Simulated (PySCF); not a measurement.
B(NMe2)3 (C6H18BN3), SMILES N(C)(B(N(C)C)N(C)C)C.

The structure is a stationary point at PBE0-D3(BJ)/def2-SVP. The isomer is the one that the SMILES or the coordinates give; other isomers of the formula were not compared. The values are those of a single conformer.

The numbers are results of PySCF 2.14.0 with TDA-LC-ωPBE/def2-SVP, not measurements.

Vertical excitations; the highest root listed may be one member of a degenerate set. The molecule is in vacuum. State labels are in the subgroup C2.

| state | symmetry | energy (eV) | λ (nm) | f | main pairs |
|---|---|---|---|---|---|
| S1 | A | 7.24 | 171 | 0.019 | HOMO−1→LUMO (degenerate set) |
| S2 | B | 7.24 | 171 | 0.019 | HOMO→LUMO (degenerate set) |
| S3 | A | 7.48 | 166 | 0.337 | HOMO→LUMO+1 (degenerate set) |
| S4 | B | 7.48 | 166 | 0.337 | HOMO−1→LUMO+1 (degenerate set) |
| S5 | B | 7.77 | 160 | 0.072 | HOMO→LUMO+3 34 %, HOMO−1→LUMO+2 34 %, HOMO−2→LUMO 21 % |
| S6 | B | 8.63 | 144 | 0.007 | HOMO→LUMO+3 17 %, HOMO−1→LUMO+2 17 %, HOMO→LUMO+8 15 %, HOMO−1→LUMO+5 14 % |
| T1 | A | 6.49 | 191 | 0 | HOMO→LUMO+1 (degenerate set) |
| T2 | B | 6.49 | 191 | 0 | HOMO−1→LUMO+1 (degenerate set) |
Triplets are in the Tamm–Dancoff approximation.
